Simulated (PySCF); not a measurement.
H$_{3}$OSi (SMILES [O][SiH3]), doublet, geometry from GFN2-xTB.

Input for PySCF:
```python
from pyscf import gto, scf, dft

mol = gto.Mole()
mol.atom = '''
    O     1.10385028   -0.07317263   -0.13629678
    Si   -0.40797618    0.05780856    0.04472453
    H    -1.06470779    1.35524447   -0.10446649
    H    -0.88650509   -0.59908882    1.32165800
    H    -1.16792280   -0.98009444   -0.75296067
'''
mol.basis = 'cc-pvdz'
mol.spin = 1
mol.verbose = 4
mol.build()

mf = dft.UKS(mol)
mf.xc = 'bp86'
mf.kernel()
mf.analyze()
```

Q: What HOMO energy does BP86/cc-pVDZ run with PySCF give?

A: -7.01 eV

Q: Predict the nuclear repulsion energy from BP86/cc-pVDZ.

A: 59.3101 Eh

Q: What <S^2> does BP86/cc-pVDZ give?

A: 0.755

Q: Estimate the total energy that BP86/cc-pVDZ returns for this input.

A: -366.4581 Eh

Q: Estimate the number of basis functions that BP86/cc-pVDZ returns for this input.

A: 47

These values belong to the state on which the SCF converged, which isn't shown to be the lowest.
